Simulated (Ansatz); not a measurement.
Two members of one family (N-butyl-N-methylpyrrolidinium salts), computed with Ansatz in the gas phase. A negative affinity means that the extra electron isn't bound at that geometry and level; within about 0.2 eV of zero the sign isn't settled. Binding counts from free atoms in the multiplicity of their measured ground term, without zero-point energy. Sets without diffuse functions give affinities that are too small. A dash marks a value that wasn't run or was left out as unsound. The structures are stationary points that may keep the symmetry of their start. Remarks come from the PBE and PBE0 runs and from stability tests at other levels; not every state was tested. A HOMO above zero means that the electron is unbound at that level and held by the basis, or that self-interaction error raises the level; the energy of removing that electron tells which. HOMO above LUMO (over both spins in singlets and doublets, within one spin in higher multiplets; at PBE or PBE0), or a gap under 0.15 eV within one spin, warns that the state may not be the lowest or that an electron is smeared out.

First: N-butyl-N-methylpyrrolidinium dicyanamide (singlet, charge 0, PBE-D4/def2-SVP geometry).

```
atom   x (Å)   y (Å)   z (Å)
  C1   0.083  -3.295  -2.768
  C2   0.104  -1.824  -2.351
  C3  -0.009  -1.633  -0.829
  C4  -0.008  -0.150  -0.488
  N5  -0.060   0.196   0.993
  C6  -1.320  -0.346   1.606
  C7  -0.051   1.731   1.163
  C8   0.809   1.982   2.390
  C9   1.935   0.961   2.196
 C10   1.188  -0.295   1.743
 H11   0.923  -3.860  -2.313
 H12   0.168  -3.400  -3.868
 H13  -0.861  -3.791  -2.457
 H14   1.037  -1.338  -2.711
 H15  -0.728  -1.276  -2.845
 H16   0.832  -2.170  -0.334
 H17  -0.946  -2.117  -0.477
 H18  -0.903   0.335  -0.920
 H19   0.876   0.374  -0.902
 H20  -2.176   0.056   1.017
 H21  -1.377   0.004   2.652
 H22  -1.292  -1.449   1.586
 H23   0.421   2.156   0.252
 H24  -1.102   2.070   1.203
 H25   0.254   1.793   3.335
 H26   1.167   3.029   2.417
 H27   2.626   1.307   1.401
 H28   2.536   0.768   3.106
 H29   0.839  -0.898   2.602
 H30   1.771  -0.953   1.076
 N31  -3.027   1.494  -0.379
 C32  -2.397   2.132  -1.165
 N33  -1.707   2.829  -2.029
 C34  -0.397   2.801  -1.978
 N35   0.793   2.776  -1.924
```

| level | HOMO (eV) | LUMO (eV) | gap (eV) | vertical IE (eV) | vertical EA (eV) | vertical triplet (eV) | binding per atom (eV) |
| --- | --- | --- | --- | --- | --- | --- | --- |
| PBE-D4/def2-TZVP | -4.60 | -0.80 | 3.79 | 7.59 | -0.83 | 4.81 | 4.44 |
| r2SCAN-D4/def2-TZVP | -4.83 | -0.24 | 4.58 | – | – | – | 4.30 |
| B97M-V/def2-TZVP | -4.78 | -0.72 | 4.05 | 7.50 | -0.84 | – | 4.29 |
| PBE0-D4/def2-SVP | -5.54 | 0.42 | 5.96 | – | – | – | 4.39 |
| PBE0-D4/def2-TZVP | -5.76 | 0.00 | 5.77 | 7.67 | -1.13 | 5.24 | 4.34 |

Remarks: HOMO above zero (-1 doublet), gap within one spin near zero at PBE or PBE0 (triplet).

Second: N-butyl-N-methylpyrrolidinium cyclic bis(sulfonyl)imide (singlet, charge 0, PBE-D4/def2-SVP geometry).

```xyz
46

C     1.646    3.233    2.205
C     1.965    1.960    1.422
C     1.115    1.836    0.147
C     1.247    0.448   -0.460
N     0.668    0.293   -1.868
C    -0.690    0.926   -1.976
C     0.591   -1.212   -2.218
C     1.315   -1.361   -3.550
C     2.399   -0.280   -3.473
C     1.622    0.898   -2.900
H     1.786    4.147    1.587
H     2.298    3.329    3.096
H     0.594    3.209    2.554
H     3.043    1.922    1.151
H     1.760    1.080    2.066
H     1.414    2.629   -0.576
H     0.053    2.021    0.414
H     0.732   -0.297    0.176
H     2.308    0.138   -0.547
H    -1.328    0.560   -1.147
H    -1.122    0.645   -2.954
H    -0.579    2.022   -1.914
H     1.094   -1.759   -1.401
H    -0.470   -1.524   -2.199
H     0.631   -1.163   -4.403
H     1.715   -2.385   -3.678
H     3.217   -0.588   -2.789
H     2.857   -0.029   -4.450
H     1.000    1.374   -3.681
H     2.227    1.683   -2.409
O    -2.343   -1.963   -1.000
S    -1.717   -1.850    0.341
O    -0.399   -2.501    0.563
N    -1.821   -0.275    0.774
S    -1.300    0.161    2.275
O    -1.584    1.604    2.432
O     0.028   -0.377    2.665
C    -2.541   -0.770    3.367
F    -2.187   -0.613    4.659
F    -3.764   -0.235    3.171
C    -2.595   -2.298    3.050
F    -1.414   -2.856    3.392
F    -3.576   -2.844    3.824
C    -2.910   -2.669    1.568
F    -2.827   -4.008    1.431
F    -4.159   -2.265    1.262
```

Task: Estimate the same table for the second.

Result: 
```json
{"level": "PBE-D4/def2-TZVP", "HOMO (eV)": "-6.23", "LUMO (eV)": "-0.97", "gap (eV)": "5.26", "vertical IE (eV)": "8.80", "vertical EA (eV)": "-0.52", "vertical triplet (eV)": "5.61", "binding per atom (eV)": "4.32"}
{"level": "r2SCAN-D4/def2-TZVP", "HOMO (eV)": "-6.60", "LUMO (eV)": "-0.63", "gap (eV)": "5.97", "vertical IE (eV)": "–", "vertical EA (eV)": "–", "vertical triplet (eV)": "–", "binding per atom (eV)": "4.18"}
{"level": "B97M-V/def2-TZVP", "HOMO (eV)": "-6.69", "LUMO (eV)": "-0.89", "gap (eV)": "5.80", "vertical IE (eV)": "–", "vertical EA (eV)": "–", "vertical triplet (eV)": "–", "binding per atom (eV)": "4.15"}
{"level": "PBE0-D4/def2-SVP", "HOMO (eV)": "-7.63", "LUMO (eV)": "0.28", "gap (eV)": "7.90", "vertical IE (eV)": "–", "vertical EA (eV)": "–", "vertical triplet (eV)": "–", "binding per atom (eV)": "4.19"}
{"level": "PBE0-D4/def2-TZVP", "HOMO (eV)": "-7.81", "LUMO (eV)": "-0.16", "gap (eV)": "7.65", "vertical IE (eV)": "9.42", "vertical EA (eV)": "-0.92", "vertical triplet (eV)": "6.37", "binding per atom (eV)": "4.19"}
```

Remarks: gap within one spin near zero at PBE or PBE0 (+1 doublet), HOMO above zero (-1 doublet), gap within one spin near zero at PBE or PBE0 (-1 doublet), gap within one spin near zero at PBE or PBE0 (triplet).
